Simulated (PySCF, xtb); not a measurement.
C3H8GeSi, SMILES CC1=[CH][GeH2][SiH2]1.

xtb with GFN2-xTB at its own geometry gives an orbital gap of 3.83 eV and a dipole moment of 1.80 D.

Geometry optimised at PBE0-D3(BJ)/def2-SVP. This is a generated structure with no PubChem entry under its InChIKey; it may be hypothetical.

**Question.** What does PBE/def2-TZVP in PySCF give? (The exact figures need the calculation; the answer reports its results.)

**Answer.** gap 5.02 eV (levels -6.41 and -1.39 eV), dipole 1.02 D.
